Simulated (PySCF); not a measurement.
# Eu²⁺: excitation energy

Eu²⁺ [Xe] 4f7 (8S) → Eu²⁺ [Xe] 4f6 5d1 (high-spin determinant), as a difference of total energies. Calculation: PySCF 2.14, in cc-pVDZ-X2C (8s7p5d3f1g, 84 functions); the spin-free X2C one-electron Hamiltonian (Gaussian nucleus). Correlated levels: valence: [Kr] 4d10 frozen. The calculations carry no spin-orbit coupling.

```json
{"method": "UHF", "excitation energy (eV)": "3.231"}
{"method": "MP2 (valence)", "excitation energy (eV)": "4.819"}
{"method": "SCS-MP2 (valence)", "excitation energy (eV)": "4.032"}
{"method": "CCSD (valence)", "excitation energy (eV)": "4.453"}
{"method": "CCSD(T) (valence)", "excitation energy (eV)": "4.527"}
```

Q: How much does correlation contribute at CCSD(T) (valence)?

A: 4.527 − (3.231) = 1.296 eV, measured against UHF.

A first-order spin-orbit estimate (lowest level to lowest level, LS coupling) adds -0.515 eV.

The determinant of the upper state mixes LS terms, which raises its energy above the lowest term, most at the Hartree-Fock and MP2 levels.
